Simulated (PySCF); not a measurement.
Species: C3H12Si2.
Cartesian coordinates in Å at the PBE0-D3(BJ)/def2-SVP level; atoms count from 1:
```
atom  x, y, z in Å
C1    -0.3435    1.2022   -0.7632
C2    -0.4737   -0.2603   -0.3383
Si3   -2.1686   -0.5973    0.4436
C4     0.6470   -0.7101    0.6140
Si5    2.4037   -0.5987   -0.0850
H6     0.5983    1.3877   -1.3065
H7    -1.1664    1.5104   -1.4266
H8    -0.3512    1.8743    0.1109
H9    -0.4323   -0.8907   -1.2465
H10   -3.2765   -0.2309   -0.4941
H11   -2.3170    0.2133    1.6943
H12   -2.2972   -2.0452    0.7991
H13    0.6158   -0.1236    1.5506
H14    0.4975   -1.7613    0.9176
H15    2.4338   -1.1643   -1.4710
H16    2.9050    0.8091   -0.1437
H17    3.3411   -1.3855    0.7749
```

All values: CAM-B3LYP/def2-SVPD (PySCF, non-relativistic), on one gas-phase PBE0-D3(BJ)/def2-SVP geometry that isn't relaxed in the solvent. The solvent is an IEF-PCM continuum (cavity from Bondi-type radii × 1.2). The model holds no explicit solvent molecules, cavitation or dispersion.

```json
{"medium": "gas phase", "total energy (Eh)": "-700.180794", "HOMO (eV)": "-9.098", "LUMO (eV)": "0.993", "dipole (D)": "0.168"}
{"medium": "chloroform (ε = 4.711)", "total energy (Eh)": "-700.181966", "HOMO (eV)": "-8.933", "LUMO (eV)": "1.151", "dipole (D)": "0.182"}
```

Problem. What is E(solvent) − E(gas) in chloroform, in kcal/mol?

Solution. -700.181966 − (-700.180794) = -0.001172 Eh = -0.74 kcal/mol.

Problem. Scale it by Onsager's factor (ε − 1)/(2ε + 1) to tetrahydrofuran (ε = 7.426), and compare with the calculation.

Solution. The factor goes from 0.356 to 0.405, a ratio of 1.138, which gives -0.84 kcal/mol. The calculation gives -0.84 kcal/mol (total energy -700.182139 Eh), so the scaled value is 0.8 % too small in size.

Problem. Scale the changes of the other columns the same way. What are the values in tetrahydrofuran?

Solution. 
```tsv
quantity	scaled	computed	difference
HOMO (eV)	-8.910	-8.915	+0.005
LUMO (eV)	1.173	1.168	+0.005
dipole (D)	0.184	0.182	+0.002
```

Problem. How does each lowering split into the polarisation term (half the interaction with the induced surface charges) and the distortion of the solute's density?

Solution. chloroform: -0.80 + 0.07 kcal/mol, the distortion taking back 9 % of the polarisation term; tetrahydrofuran: -0.94 + 0.10 kcal/mol, the distortion taking back 10 % of the polarisation term.
